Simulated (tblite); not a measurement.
Compound: C5H6ClF3O.
Cartesian coordinates in Å at the GFN2-xTB level; atoms count from 1:
```xyz
16
C5H6ClF3O angstrom
C     -1.055   -1.471    0.612
C     -0.238   -0.181    0.467
C      0.523   -0.154   -0.864
C      1.660    0.850   -0.823
F      2.309    0.918   -1.993
F      1.253    2.091   -0.530
F      2.580    0.527    0.103
C     -1.211    0.972    0.525
O     -1.722    1.528   -0.388
Cl    -1.622    1.402    2.180
H     -1.760   -1.569   -0.210
H     -0.391   -2.331    0.612
H     -1.608   -1.460    1.547
H      0.462   -0.111    1.303
H      0.960   -1.131   -1.079
H     -0.148    0.128   -1.678
```

All values are computed: GFN2-xTB (tblite) harmonic vibrations without scaling, gas phase. This tight-binding method is rough: wavenumbers can miss measured ones by several per cent, in bad cases by 10 to 20. One conformer, not necessarily the lowest.

Harmonic wavenumbers (cm⁻¹): 32.5, 36.9, 70.7, 129.7, 190.6, 210.2, 249.7, 259.2, 333.6, 344.2, 422.2, 452.7, 473.8, 513.0, 590.1, 640.7, 702.3, 823.6, 888.4, 909.9, 958.5, 1010.2, 1050.6, 1089.7, 1105.4, 1141.6, 1178.4, 1191.0, 1256.1, 1284.8, 1332.2, 1403.5, 1426.1, 1482.2, 1486.2, 1830.0, 2967.0, 2999.5, 3005.8, 3049.7, 3051.5, 3058.8.

A = 1865, B = 674.2, C = 623.7 MHz; mass 174.006 u (most abundant isotopes); point group C1, symmetry number 1.

Zero-point energy?

½Σν̃ = 23316 cm⁻¹ = 278.93 kJ/mol.

Give the ideal-gas entropy at 500 K and 1 bar in the rigid-rotor, harmonic-oscillator model (classical rotation).

Translation 183.94, rotation 133.62, vibration 224.17: S = 541.7 J/(mol K).

And Cp and H(500 K) − H(0)?

Cp = 227.47 J/(mol K), of which vibrations give 194.21 (their classical limit is 42 R = 349.2); H(500 K) − H(0) = 70.58 kJ/mol without the zero-point energy, 53.95 from vibrations.

What must be added to the electronic energy to get the Gibbs energy at 500 K and 1 bar?

ZPE + [H(500 K) − H(0)] − T·S = 278.93 + 70.58 − 270.87 = 78.64 kJ/mol.

How do the functions run with temperature in this model?

```
T (K)  S (J/(mol K))  Cp (J/(mol K))  H − H(0) (kJ/mol)  G − H(0) (kJ/mol)  ln q(vib)
  100          312.2            83.4               5.91             -25.30       2.68
  200          383.6           126.2              16.46             -60.25       5.71
  300          442.0           164.4              31.01            -101.60       8.58
  800          662.3           283.9             148.18            -381.63      21.30
 1000          728.2           306.9             207.39            -520.84      25.68
```

q(vib) and H(0) count from the zero-point level.

Which modes carry the vibrational entropy at 500 K?

32.5 cm⁻¹: 28.02; 36.9 cm⁻¹: 26.96; 70.7 cm⁻¹: 21.57; 129.7 cm⁻¹: 16.56; 190.6 cm⁻¹: 13.41; 210.2 cm⁻¹: 12.62 J/(mol K); the other 36 give 105.03 together.

Blend soft modes into free rotors: weight 1/[1 + (100 cm⁻¹/ν̃)⁴] for the oscillator and the rest for a rotor with moment μB/(μ + B), μ = h/(8π²ν), B = 10⁻⁴⁴ kg m². What vibrational entropy results?

200.45 J/(mol K) in place of 224.17, which changes −T·S at 500 K by +11.86 kJ/mol.

Hindered rotation and anharmonicity are outside this model. Other conformers, if any are populated, would add a mixing term that is left out. The structure is chiral; the term R ln 2 for an equal mix with its mirror image is left out.
